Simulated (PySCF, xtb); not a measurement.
Be(Et) (C₂H₅Be), SMILES [Be][CH2]C, multiplicity 2.

Harmonic wavenumbers (cm⁻¹) from GFN2-xTB (xtb) at its own minimum, in rising order: 134, 192, 487, 707, 922, 985, 1040, 1239, 1248, 1425, 1503, 1523, 1530, 2890, 2919, 2951, 2988, 3002.

Problem. What does PBE-D3(BJ)/def2-TZVP (PySCF) give at its own minimum? (An estimate is asked for; the answer gives what the named calculation found.)

Solution. 196, 229, 519, 783, 881, 914, 987, 1171, 1204, 1358, 1377, 1448, 1457, 2922, 2957, 2958, 3014, 3028. Paired by order, the mean absolute difference is 53 cm⁻¹ and the zero-point energies are 39.6 and 39.2 kcal/mol.
